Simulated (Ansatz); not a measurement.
Gas-phase reaction in SMILES: C[SiH-]B(O)O → [CH2-][SiH2]B(O)O
Geometries: B3LYP-D3(BJ)/def2-TZVP minima from Ansatz (a quantum-chemistry and plane-wave program), one conformer each, not searched for the lowest. Frequencies are from Ansatz.

Quantity: isomerisation energy (enthalpy at 298 K, with B3LYP-D3(BJ) rigid-rotor harmonic-oscillator terms), in kcal/mol. Correlated levels leave the core frozen unless marked. Spin-orbit coupling is left out. No relativistic terms. Anions need diffuse functions: aug- sets have them; def2-D sets add few; the other sets have none. CBS(X,Y): correlation extrapolated as X^-3; Hartree-Fock from the larger set.

```json
[
 {"level": "PBE-D3(BJ)/def2-TZVPD", "program": "Ansatz + dftd3", "isomerisation energy (kcal/mol)": "6.0"},
 {"level": "PBE-D4/def2-TZVPD", "program": "Ansatz + dftd4", "isomerisation energy (kcal/mol)": "6.1"},
 {"level": "revPBE-D3(BJ)/def2-TZVPD", "program": "Ansatz + dftd3", "isomerisation energy (kcal/mol)": "6.8"},
 {"level": "r2SCAN-D3(BJ)/def2-TZVPD", "program": "Ansatz + dftd3", "isomerisation energy (kcal/mol)": "5.9"},
 {"level": "PBE0-D4/def2-TZVPD", "program": "Ansatz + dftd4", "isomerisation energy (kcal/mol)": "6.9"},
 {"level": "r2SCAN0-D4/def2-TZVPD", "program": "Ansatz + dftd4", "isomerisation energy (kcal/mol)": "6.7"},
 {"level": "r2SCAN0/def2-TZVPD", "program": "Ansatz", "isomerisation energy (kcal/mol)": "6.7"},
 {"level": "LC-wPBE-D4/def2-TZVPD", "program": "Ansatz + dftd4", "isomerisation energy (kcal/mol)": "5.3"},
 {"level": "B2GP-PLYP-D3(BJ)/def2-TZVPD", "program": "Ansatz + dftd3", "isomerisation energy (kcal/mol)": "?"},
 {"level": "CCSD/6-31G*", "program": "Ansatz", "isomerisation energy (kcal/mol)": "?"},
 {"level": "CCSD(T)/CBS(aug-cc-pV(T+d)Z,aug-cc-pV(Q+d)Z)", "program": "Ansatz", "isomerisation energy (kcal/mol)": "6.6"}
]
```

**Question.** Some entries are withheld; supply them.

**Answer.** 
- B2GP-PLYP-D3(BJ)/def2-TZVPD, isomerisation energy (kcal/mol): 6.3
- CCSD/6-31G*, isomerisation energy (kcal/mol): 16.1
